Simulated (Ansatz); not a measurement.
A structure relaxed at PBE0-D4/def2-TZVP, charge 0, multiplicity 1:

```xyz
10

O    -0.2266    0.3402    2.2825
Si    0.7112    0.2279    0.9451
Cl    1.0953    2.1107    0.1596
Si   -0.3007   -0.8491   -0.8791
O    -1.3249    0.1945   -1.6188
Cl    1.2451   -1.4156   -2.1184
H    -1.1068    0.7112    2.1992
H     1.9948   -0.3409    1.4045
H    -1.1039   -2.0535   -0.5766
H    -0.9835    1.0747   -1.7979
```

Question: Give its formula and SMILES.

Answer: Cl2H4O2Si2, `O[Si@H](Cl)[Si@@H](O)Cl`.

Question: Summarise the bond lengths by kind.

Answer: 2 × O–Si 1.637 to 1.639 Å; 2 × H–O 0.959 to 0.961 Å; 2 × Cl–Si 2.061 to 2.076 Å; 1 × Si–Si 2.348 Å; 2 × H–Si 1.477 to 1.479 Å.

Program: Ansatz 0.2.0.
